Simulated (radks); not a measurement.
Results of a calculation; reference values are marked as such.
The table gives one normalised radial function P(r) = r R(r) of K+ in [Ar] (r in bohr). Level of theory: non-relativistic Kohn-Sham, r2SCAN, spin-polarised, spherical densities, point nucleus; meta-GGA in the generalised Kohn-Sham scheme (a radial shooting solver on a logarithmic mesh with Libxc functionals).

r,P
0.002645,0.0005
0.002982,0.0006
0.003362,0.0007
0.003791,0.0009
0.004274,0.0012
0.004819,0.0015
0.005434,0.0019
0.006078,0.0024
0.006853,0.0030
0.007726,0.0038
0.008711,0.0048
0.009822,0.0060
0.01107,0.0075
0.01249,0.0094
0.01408,0.0118
0.01587,0.0148
0.0179,0.0184
0.02018,0.0230
0.02275,0.0285
0.02545,0.0347
0.02869,0.0429
0.03235,0.0526
0.03648,0.0644
0.04113,0.0784
0.04637,0.0950
0.05228,0.1143
0.05895,0.1366
0.06646,0.1621
0.07494,0.1906
0.08449,0.2220
0.09526,0.2557
0.1074,0.2911
0.1201,0.3244
0.1355,0.3588
0.1527,0.3896
0.1722,0.4140
0.1942,0.4288
0.2189,0.4306
0.2468,0.4155
0.2783,0.3802
0.3138,0.3222
0.3538,0.2401
0.3989,0.1343
0.4497,0.0074
0.5071,-0.1359
0.5672,-0.2795
0.6395,-0.4360
0.721,-0.5846
0.8129,-0.7135
0.9166,-0.8134
1.033,-0.8753
1.165,-0.8946
1.314,-0.8720
1.481,-0.8121
1.67,-0.7228
1.883,-0.6145
2.123,-0.4979
2.375,-0.3906
2.677,-0.2855
3.019,-0.1965
3.404,-0.1266
3.838,-0.0760
4.327,-0.0421
4.879,-0.0214

Which n and l does it have? It may be an empty orbital.

Answer. n = 3, l = 1: the number of nodes gives n - l - 1 = 1, the rise at small r (about r^(l+1)) gives l, and the extent must fit the shell. The curve is that of 3p. 3p: eigenvalue -25.480 eV, 1 radial node at r = 0.453 bohr, <r> = 1.43 bohr, 90 % of the charge inside 2.21 bohr.
